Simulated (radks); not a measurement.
Values are calculated unless marked as measured or tabulated.
Q: These are the eigenvalues of the occupied orbitals of an atom or ion with whole-number occupations (Ry). Level of theory: Dirac Kohn-Sham, BLYP, spin-unpolarised, spherical densities, point nucleus (a radial shooting solver on a logarithmic mesh with Libxc functionals).

orbital  eigenvalue
1s1/2     -1862.644
2s1/2     -275.6024
2p1/2     -256.2558
2p3/2     -243.3625
3s1/2     -51.86985
3p1/2     -44.17498
3p3/2     -41.89999
3d3/2     -28.27074
3d5/2     -27.81252
4s1/2      -8.62947
4p1/2      -6.19994
4p3/2      -5.82033
4d3/2      -2.14207
4d5/2      -2.09669

Which element is it, and in what charge state? The configuration may be excited. Open shells, if any, fill j = l - 1/2 first.

A: Z = 47, silver, charge +2: Ag2+ in [Kr] 4d9. The list shows which subshells hold electrons but not how many an open one holds; the 1s level, -931.32 hartree, gives Z - s = 43.2 by -(Z - s)^2/2, which with screening and relativity narrows Z to a few neighbours, and the depths of the outer levels then fix element, charge and occupations together.
